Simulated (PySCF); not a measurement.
Problem. Give a PBE/6-31+G* geometry of `C#CC#[C][AlH][F]`.

Solution. 
```
atom  x, y, z in Å
C1     3.2583   -0.3905    0.6610
C2     2.0405   -0.3228    0.5135
C3     0.6906   -0.2486    0.3494
C4    -0.5410   -0.1777    0.1979
Al5   -2.4248   -0.0644   -0.0533
F6    -3.0851    1.4749   -0.2638
H7     4.3241   -0.4505    0.7912
H8    -3.4023   -1.3093   -0.0739
```

Any rigid rotation of these coordinates is as good. Atoms count from 1 in this order. Al5 (aluminium bonded to C, F and H) is planar (angles 124.5°, 118.3° and 117.2°, sum 360.0°, 0.00 Å off the plane of its three neighbours). The 6 heavy atoms lie in one plane (0.005 Å rms). The 3 C–C bonds span 1.229 Å (C1≡C2, drawn triple) to 1.362 Å (C2–C3, drawn single), a spread of 0.133 Å.

Bonds between heavy atoms (Å): C1≡C2 1.229, C2–C3 1.362, C3≡C4 1.243, C4–Al5 1.904, Al5–F6 1.688.

The calculation used PBE/6-31+G* geometry optimisation, gas phase in PySCF 2.14.0.

Point group: Cs (tolerance 0.08 Å). No frequency check.
